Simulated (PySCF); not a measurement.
## C₆ coefficients of unlike pairs at UHF

Calculated with PySCF 2.14 from the dipole response of each species, C₆(A,B) = (3/π) ∫ α_A(iu) α_B(iu) du, in atomic units, from isotropic polarisabilities. For ions this is the dispersion term alone; charge-induced terms of lower order in 1/R come first.

```tsv
species	configuration	basis	relativity	α (bohr³)	C₆ (like pair)
Al⁺	[Ne] 3s2 (1S)	dyall-av3z (19s12p3d2f)	none	26.32	139.0
K	[Ar] 4s1 (2S)	def2-TZVPPD (6s5p3d)	none	413.2	6534
Co	[Ar] 3d7 4s2 (4F)	aug-cc-pVDZ (7s6p4d2f)	none	73.43	674.7
Hg⁺	[Xe] 4f14 5d10 6s1 (2S)	aug-cc-pVTZ-PP with ECP60MDF (6s6p5d3f2g)	core potential	24.36	175.6
```

(1) Estimate C₆ for Co with Al⁺.

No spin-orbit coupling is included.

The other pairs:

```
    pair     C₆
   Co, K   1792
  Hg⁺, K  700.6
 Hg⁺, Co  313.5
  K, Al⁺  719.3
Hg⁺, Al⁺  148.3
```

Answers

(1) The integral gives 300.3. The combination rule 2 C_A C_B / (C_A α_B/α_A + C_B α_A/α_B) gives 297.9 and the geometric mean 306.3.
